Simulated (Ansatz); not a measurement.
Consider the ligand exchange at a Ga–C bond: `O[CH](O)[GaH2]` + `[OH][AlH2]` → `[AlH2][O][GaH2]` + `OCO`.

Computed with Ansatz on PBE0-D4/def2-TZVP structures; ΔE is electronic, products minus reactants. CCSD(T)/CBS adds triple-zeta CCSD(T) − MP2 to the extrapolated MP2 energy (def2 sets, frozen cores). This one scheme is used for every species. Functionals use def2-TZVPP. For Ga outer-core shells are correlated without core-valence functions, which leaves a few kJ/mol of doubt a bond. Scalar relativity is left out up to krypton. Each species was taken in one conformer, which may not be the lowest.

`O[CH](O)[GaH2]`:

```xyz
9

O     0.245   -0.833   -1.374
C     0.155    0.274   -0.512
O     1.394    0.570    0.099
Ga   -1.067    0.005    1.059
H     0.437   -1.614   -0.845
H    -0.157    1.096   -1.165
H     2.032    0.799   -0.587
H    -1.994    1.137    1.626
H    -1.046   -1.435    1.698
```

`[OH][AlH2]`:

Cartesian coordinates in Å:
```
O 0.678 -0.726 -0.702
Al -0.364 0.346 0.098
H 1.338 -1.252 -0.254
H -0.267 0.506 1.672
H -1.386 1.126 -0.814
```

`[AlH2][O][GaH2]`:

Cartesian coordinates in Å:
```
Al 0.761 0.847 1.252
O 0.006 0.010 0.012
Ga -0.788 -0.876 -1.295
H 0.838 0.177 2.685
H 1.369 2.276 0.944
H 0.136 -1.802 -2.148
H -2.322 -0.632 -1.450
```

`OCO`:

Cartesian coordinates in Å:
```
O 0.763 -0.475 -0.822
C -0.080 -0.294 0.275
O -0.622 0.992 0.338
H 0.242 -0.347 -1.621
H 0.534 -0.523 1.152
H -0.942 -0.968 0.246
H 0.105 1.615 0.432
```

Q: Is it downhill or uphill in electronic energy at CCSD(T)/CBS, and by how much? (Best estimate.)

A: Ansatz gave: Downhill: ΔE = -28.3 kcal/mol.

Q: What do these levels give: PBE-D4, ωB97M-V, PBE0, MP2/def2-TZVPP, CCSD(T)/def2-TZVPP, MP2/CBS(def2)? (Best estimate.)

A: The calculation gave: PBE-D4 -25.6, ωB97M-V -27.9, PBE0 -27.6, MP2/def2-TZVPP -30.4, CCSD(T)/def2-TZVPP -29.8, MP2/CBS(def2) -28.9 kcal/mol.

Largest T1 diagnostic among the species: 0.015.

From PBE to PBE0 (25 % exact exchange), in def2-TZVPP and without D4, ΔE moves by −1.7 kcal/mol. In def2-TZVPP, CCSD(T) changes the Hartree–Fock value by +5.2 kcal/mol (the triples alone add +0.5 kcal/mol) and MP2 by +4.7 kcal/mol.
